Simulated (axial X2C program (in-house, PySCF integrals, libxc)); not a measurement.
Worked dissociation energy of SiBi: TPSS, spin-free

All values were computed with an in-house all-electron X2C program for linear molecules (integrals from PySCF). Spin-free means the one-electron spin-free X2C Hamiltonian. Basis: Bi dyall-cv3z [12s14p10d6f1g], Si dyall-v3z [8s7p2d1f] (cores contracted in-house); Gaussian nuclei, density fitting, unrestricted open shells. Masses: Bi 208.980 u, Si 27.977 u.

Molecular state: M_S = 1/2, Λ = 1 (beyond evenly filled blocks: π+α, π+β, π-α).

```
E(Bi) (2M_S = 3, M_L = 0) : -21534.828873 hartree
E(Si) (2M_S = 2, M_L = 0) : -290.008000 hartree
E(SiBi) at Re             : -21824.935961 hartree
ωe                        : 371.5 cm⁻¹
```

Question: Work out De and D0.

Answer: De = -21534.828873 + (-290.008000) − (-21824.935961) = 0.09909 hartree = 2.696 eV. The zero-point energy is ωe/2 = 186 cm⁻¹ = 0.023 eV, so D0 = 2.673 eV.

The state is one determinant whose occupation by symmetry is held fixed; it was picked as the lowest of a PBE0 search that is not exhaustive. Dissociation energies refer to the lowest single-determinant-based atoms at the same level and basis. PBE0 can misorder states that lie within some tenths of an eV, so this need not be the ground state of the molecule. The nearest other spin-free determinant of the search, M_S = 1/2, Λ = 0, lies 0.32 eV up at the distance of the search. The functionals have no current-density term, which raises determinants with orbital currents, atoms included. At some level and bond length an empty orbital lies below a filled one. The determinant is spin-polarised beyond a pure state at some levels (its spin-free form has ⟨S²⟩ too high), which makes Re and μ there less reliable.

Each atomic determinant is the lowest at this level and need not be a pure term. Totals compare only within one Hamiltonian and basis.
